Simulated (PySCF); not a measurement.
Sr (strontium, neutral) across methods

[Kr] 5s1 6s1, 6s spin antiparallel (an excited configuration). Computed with PySCF 2.14 in aug-cc-pVDZ-X2C (7s6p4d, 45 functions), with the spin-free X2C one-electron Hamiltonian (Gaussian nucleus).

| method | E (hartree) | mean ε 4p β (eV) | mean ε 5s α (eV) | mean ε 6s β (eV) | Σ⟨r²⟩ (bohr²) | ⟨S²⟩ |
| --- | --- | --- | --- | --- | --- | --- |
| wB97M-V | -3179.03 | -27.336 | -5.477 | -5.477 | 69.90 | 0.000 |
| M06-2X | -3179.46 | -26.508 | -4.599 | -4.599 | 69.73 | 0.000 |
| wB97X | -3179.34 | -27.556 | -5.565 | -5.565 | 69.86 | 0.000 |
| PBE | -3178.88 | -23.029 | -3.549 | -3.549 | 69.84 | 0.000 |
| LC-wPBE | -3178.90 | -28.028 | -5.590 | -5.590 | 70.84 | 0.000 |
| UHF | -3177.34487 | -29.796 | -4.932 | -4.932 | 74.37 | 0.000 |
| PBE0 | -3178.95 | -24.986 | -4.061 | -4.061 | 70.25 | 0.000 |
| r2SCAN | -3179.24 | -23.805 | -3.581 | -3.581 | 71.07 | 0.000 |

Estimate the same row for LDA.

E (hartree) = -3175.10; mean ε 4p β (eV) = -23.124; mean ε 5s α (eV) = -3.670; mean ε 6s β (eV) = -3.670; Σ⟨r²⟩ (bohr²) = 68.82; ⟨S²⟩ = 0.000.

The outer electron is Rydberg-like, and this basis confines it to a smaller radius and binds it less than a complete one would. With the s spin flipped the determinant is a mixture of two multiplicities, not a spectroscopic state.
